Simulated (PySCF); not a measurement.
Task: What does the PBE0-D3(BJ)/def2-SVP structure of InChI=1S/C9H6N2/c1-7-4-8(5-10)2-3-9(7)6-11/h2-4H,1H3 look like in three dimensions?

Result: 
```xyz
17
C9H6N2 angstrom
C     -2.4847    0.9018   -0.3083
C     -1.0864    0.4096   -0.0976
C      0.0166    1.2266   -0.3355
C      1.3238    0.7603   -0.1365
C      2.4356    1.6271   -0.3912
N      3.3365    2.3268   -0.5971
C      1.5475   -0.5494    0.3098
C      0.4624   -1.3777    0.5520
C     -0.8427   -0.9070    0.3514
C     -1.9516   -1.7759    0.6072
N     -2.8583   -2.4692    0.8109
H     -3.0698    0.8362    0.6220
H     -2.4929    1.9444   -0.6506
H     -3.0106    0.2866   -1.0547
H     -0.1365    2.2498   -0.6835
H      2.5664   -0.9069    0.4632
H      0.6153   -2.4004    0.9000
```

Any rigid rotation of these coordinates is as good. Atoms count from 1 in this order. Of the pairs four or more bonds apart, C10···H12 is among the closest relative to their van der Waals radii: 2.84 Å, 98 % of the sum of Bondi's values. The 9 C–C bonds span 1.386 Å (C7–C8, aromatic) to 1.497 Å (C1–C2, drawn single), a spread of 0.111 Å. The 6-membered ring C2–C3–C4–C7–C8–C9 has internal angles of 117.7° to 121.3°; it is planar, 0.00 Å rms from its mean plane, widest ring torsion 0°. The 11 heavy atoms lie in one plane (0.000 Å rms).

Bonds between heavy atoms (Å): C1–C2 1.497, C2–C3 1.393, C3–C4 1.402, C4–C5 1.433, C5≡N6 1.159, C4–C7 1.402, C7–C8 1.386, C8–C9 1.402, C9–C10 1.432, C10≡N11 1.159, C2–C9 1.412.

Method: PySCF 2.14.0, PBE0-D3(BJ)/def2-SVP geometry optimisation, gas phase.

Point group: Cs (tolerance 0.08 Å). Not checked by PBE0-D3(BJ)/def2-SVP frequencies.
